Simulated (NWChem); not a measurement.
Species: CaHOBr; SMILES [OH][Ca][Br]

```xyz
4

Ca     0.1342     0.9279    -0.0033
Br     0.2080    -1.7150    -0.0151
O     -0.6325     2.7533     0.0441
H     -1.0798     3.6125     0.0585
```
Atoms are numbered in this order, from 1.

Level: PBE-D3(BJ)/def2-SVP (NWChem), optimised geometry, unscaled harmonic frequencies. This build's default masses of Se (78.918 u) and Br (79.917 u) are each other's, which moves their modes by up to 0.6 %.

| frequency (cm⁻¹) | IR intensity (km/mol) |
|---|---|
| 55 | 26.2 |
| 251 | 25.6 |
| 474 | 149.8 |
| 479 | 147.8 |
| 659 | 195.2 |
| 3827 | 72.0 |

```yaml
zero_point_energy: 8.2 kcal/mol
thermal correction to the enthalpy at 298.15 K (with zero-point energy): 11.8 kcal/mol
heat capacity Cv: 13.2 cal/(mol K)
entropy at 298.15 K and 1 atm (symmetry number 1): 73.6 cal/(mol K)
dipole_moment: 4.36 D
```

Rigid rotor and harmonic oscillator; modes under 100 cm⁻¹ make the entropy uncertain.
